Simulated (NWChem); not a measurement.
System: 1,3,5-trisilacyclohexane (C3H12Si3); SMILES C1[SiH2]C[SiH2]C[SiH2]1

Parts of the log:

```
             Northwest Computational Chemistry Package (NWChem) 7.3.0
             --------------------------------------------------------

                             Geometry "geometry" -> ""
                             -------------------------

 Output coordinates in angstroms (scale by  1.889725989 to convert to a.u.)

  No.       Tag          Charge          X              Y              Z
 ---- ---------------- ---------- -------------- -------------- --------------
    1 C                    6.0000     0.74436800     1.62993700    -0.38810200
    2 Si                  14.0000     1.82105800     0.17395400     0.16589300
    3 C                    6.0000     1.03938200    -1.45961000    -0.38810200
    4 Si                  14.0000    -0.75988100    -1.66405900     0.16589300
    5 C                    6.0000    -1.78375100    -0.17032600    -0.38810200
    6 Si                  14.0000    -1.06117700     1.49010600     0.16589300
    7 H                    1.0000     0.77410300     1.69483300    -1.48517700
    8 H                    1.0000     1.17258100     2.56703900    -0.00837600
    9 H                    1.0000     3.20139500     0.30534600    -0.38709700
   10 H                    1.0000     1.93343200     0.18488500     1.65274700
   11 H                    1.0000     1.08071700    -1.51780900    -1.48517700
   12 H                    1.0000     1.63683000    -2.29900400    -0.00837600
   13 H                    1.0000    -1.33626000    -2.92516200    -0.38709700
   14 H                    1.0000    -0.80660100    -1.76684400     1.65274700
   15 H                    1.0000    -2.80941100    -0.26803500    -0.00837600
   16 H                    1.0000    -1.85482000    -0.17702400    -1.48517700
   17 H                    1.0000    -1.12683100     1.58195900     1.65274700
   18 H                    1.0000    -1.86513500     2.61981700    -0.38709700

 Effective nuclear repulsion energy (a.u.)     447.4048325731

  pbe96 is a nonlocal functional; adding pw91lda local functional.
                              NWChem Property Module
                              ----------------------

  itol2e modified to match energy
  convergence criterion.

                                 NWChem DFT Module
                                 -----------------

[...]

          -----------------------------------------
          Chemical Shielding Tensors (GIAO, in ppm)
          -----------------------------------------

                                NWChem CPHF Module
                                ------------------

  scftype          =     RHF
  nclosed          =       36
  nopen            =        0
  variables        =     5292
  # of vectors     =        3
  tolerance        = 0.10D-03
  level shift      = 0.00D+00
  max iterations   =       50
  max subspace     =       30

 SCF residual:    9.1805899218841457E-005

Iterative solution of linear equations
  No. of variables     5292
  No. of equations        3
  Maximum subspace       30
        Iterations       50
       Convergence  1.0D-04

   iter   nsub   residual    time
   ----  ------  --------  ---------
     1      3    5.70D-05     355.8

------------------------------------------------------------
EAF file 0: "./job.aoints.0" size=585629696 bytes
------------------------------------------------------------
               write      read    awrite     aread      wait
               -----      ----    ------     -----      ----
     calls:     1117         0         0         0         0
   data(b): 5.86e+08  0.00e+00  0.00e+00  0.00e+00
   time(s): 0.00e+00  0.00e+00  0.00e+00  0.00e+00  0.00e+00
rate(mb/s): 0.00e+00  0.00e+00
------------------------------------------------------------

      Atom:    1  C
        Diamagnetic
    261.7871     -2.0941     -0.7766
     -2.0941    258.1646     -1.7058
     -0.7766     -1.7058    250.3354

        Paramagnetic
    -79.1155      8.4321      3.8907
      8.4321    -64.5348      8.5249
      3.8907      8.5249    -61.3458

        Total Shielding Tensor
    182.6716      6.3380      3.1141
      6.3380    193.6297      6.8191
      3.1141      6.8191    188.9896

           isotropic =     188.4303
          anisotropy =      19.0796

          Principal Components and Axis System
                 1           2           3
              201.1500    184.3682    179.7726

      1         0.3540     -0.2190      0.9093
      2         0.7742     -0.4769     -0.4162
      3         0.5248      0.8512      0.0008

      Atom:    2  Si
        Diamagnetic
    884.0812     -0.0815      1.3856
     -0.0815    884.9425      0.1317
      1.3856      0.1317    877.2957

        Paramagnetic
   -523.7224     -5.2364      8.2328
     -5.2364   -469.3102      0.7202
      8.2328      0.7202   -527.7492

        Total Shielding Tensor
    360.3589     -5.3179      9.6184
     -5.3179    415.6323      0.8519
      9.6184      0.8519    349.5465

           isotropic =     375.1792
          anisotropy =      61.4402

          Principal Components and Axis System
                 1           2           3
              416.1393    365.6438    343.7545

      1        -0.0951      0.8536     -0.5121
      2         0.9955      0.0820     -0.0481
      3        -0.0010      0.5144      0.8576

      Atom:    3  H
        Diamagnetic
     26.7634     -0.0002     -1.8170
     -0.0002     26.7645     -3.9786
     -1.8170     -3.9786     39.7710

        Paramagnetic
      1.7744      0.1245      0.5931
      0.1245      1.9889      1.2991
      0.5931      1.2991     -2.8483

        Total Shielding Tensor
     28.5378      0.1243     -1.2239
      0.1243     28.7534     -2.6794
     -1.2239     -2.6794     36.9227

           isotropic =      31.4046
          anisotropy =       9.7123

[...]
```

Level: PBE/pcSseg-1, GIAO. Structure relaxed at the B3LYP/6-31G* (spherical d) level. The output numbers the shielded atoms by their place in the input's list. The printed shielding anisotropy is the first printed principal value minus the mean of the other two.

### Question
Write an input that gives this output.

### Answer
This is not unique; one that fits is the input that was run:
```
start job
memory heap 200 mb stack 900 mb global 1100 mb
geometry units angstroms noautosym nocenter noautoz
  C      0.744368     1.629937    -0.388102
  Si     1.821058     0.173954     0.165893
  C      1.039382    -1.459610    -0.388102
  Si    -0.759881    -1.664059     0.165893
  C     -1.783751    -0.170326    -0.388102
  Si    -1.061177     1.490106     0.165893
  H      0.774103     1.694833    -1.485177
  H      1.172581     2.567039    -0.008376
  H      3.201395     0.305346    -0.387097
  H      1.933432     0.184885     1.652747
  H      1.080717    -1.517809    -1.485177
  H      1.636830    -2.299004    -0.008376
  H     -1.336260    -2.925162    -0.387097
  H     -0.806601    -1.766844     1.652747
  H     -2.809411    -0.268035    -0.008376
  H     -1.854820    -0.177024    -1.485177
  H     -1.126831     1.581959     1.652747
  H     -1.865135     2.619817    -0.387097
end
basis spherical
  C library pcsseg-1
  Si library pcsseg-1
  H library pcsseg-1
end
dft
  xc xpbe96 cpbe96
  iterations 150
  semidirect filesize 400000000
end
property
  shielding 6 1 2 7 8 9 10
end
task dft property
```
